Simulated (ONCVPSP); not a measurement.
# Logarithmic derivatives: As (Z = 33), ONCV

| Property | Result |
| --- | --- |
| Element | arsenic |
| Generator | ONCVPSP 4.0.1 |
| Type | optimised norm-conserving Vanderbilt (ONCV) |
| Functional | PBE |
| Relativity | scalar-relativistic |
| Frozen core | [Ar] 3d10 |
| Valence charge | 5 |
| Reference configuration | 4s1.5 4p3.5 |
| Partial waves | 4s: rc 1.30 bohr, ncon 3, nbas 6, qcut 5.6 1/bohr, 3 projectors, debl 0.4 Ha; 4p: rc 2.10 bohr, ncon 4, nbas 8, qcut 4.6 1/bohr, 2 projectors, debl 2.8 Ha; d scattering state at 0.37 Ha: rc 1.95 bohr, ncon 4, nbas 7, qcut 4.9 1/bohr, 2 projectors, debl 2.1 Ha |
| Local potential | polynomial inside 1.25 bohr (lpopt 3, dvloc0 1 Ha) |
| Core correction | Teter function, parameters optimised by the program |

In the s channel the program set the typed energies aside and used -0.549, 0.250, 0.650 Ha.

The phase is arctan(r·R′/R) of the radial function R(r), unwrapped; energies in Ha, scanned from -2 to 5 Ha. A pole is an energy at which the radial function vanishes at the test radius. The pseudo phase is shifted by a multiple of π to meet the all-electron one at the reference energy, and phase errors are pseudo minus all-electron; the curves can meet again beyond the range given. Levels narrower than the energy grid can be missing from the lists of poles.

```csv
channel,radius (bohr),reference energy (Ha),"poles, all-electron","poles, pseudo",unbroken range about the reference energy with phases within 0.05 rad,phase error 1 Ha above the reference energy (rad)
s,1.32,-0.55,none,none,the whole range,+0.000
p,2.14,-0.20,1.09,1.09,the whole range,-0.000
d,1.98,0.37,"-1.49, 2.89",2.88,-1.0 to 3.9,-0.004
```

Note: ghosts flagged at negative energy: s at -205.7 eV; GHOST(+) flagged for s at 45.8 eV. A true bound ghost makes a file unfit for plane-wave use.

Phases in the s channel:

| E (Ha) | all-electron | pseudo |
| --- | --- | --- |
| -1.98 | 0.800 | 0.799 |
| -1.62 | 0.654 | 0.654 |
| -1.26 | 0.456 | 0.456 |
| -0.90 | 0.197 | 0.197 |
| -0.54 | -0.109 | -0.110 |
| -0.18 | -0.415 | -0.416 |
| 0.18 | -0.673 | -0.671 |
| 0.54 | -0.870 | -0.870 |
| 0.90 | -1.016 | -1.016 |
| 1.26 | -1.123 | -1.123 |
| 1.62 | -1.205 | -1.205 |
| 1.98 | -1.269 | -1.269 |
| 2.34 | -1.320 | -1.320 |
| 2.70 | -1.362 | -1.362 |
| 3.06 | -1.397 | -1.397 |
| 3.42 | -1.427 | -1.427 |
| 3.78 | -1.453 | -1.452 |
| 4.14 | -1.476 | -1.475 |
| 4.50 | -1.496 | -1.496 |
| 4.86 | -1.514 | -1.514 |
